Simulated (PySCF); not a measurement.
# Correlation energy of Ar (argon, neutral)

[Ar], closed-shell 1S. All numbers are calculated (PySCF 2.14, the spin-free X2C one-electron Hamiltonian (Gaussian nucleus), in Sapporo-DZP-2012 (5s4p2d, 27 functions)). Frozen: [Ne]; 8 electrons correlated.

MP2 pair energies summed by pair of shells (mhartree):

```csv
pair,energy,share (%)
3p-3p,-125.62,81.3
3s-3p,-22.29,14.4
3s-3s,-6.54,4.2
```

Total MP2 correlation energy: -154.45 mhartree.

Same-spin part -44.18 and opposite-spin part -110.27 mhartree; SCS-MP2 scales them by 1/3 and 6/5 to -147.05 mhartree.

| level | correlation energy (mhartree) |
| --- | --- |
| CCSD | -167.19 |
| (T) | -1.85 |
| CCSD(T) | -169.04 |

Diagnostics: T1 = 0.0011, D1 = 0.0021, largest double amplitude 0.051.

Task: Is a single reference adequate?

Result: Yes: T1 lies below 0.03 and no double amplitude reaches 0.07.
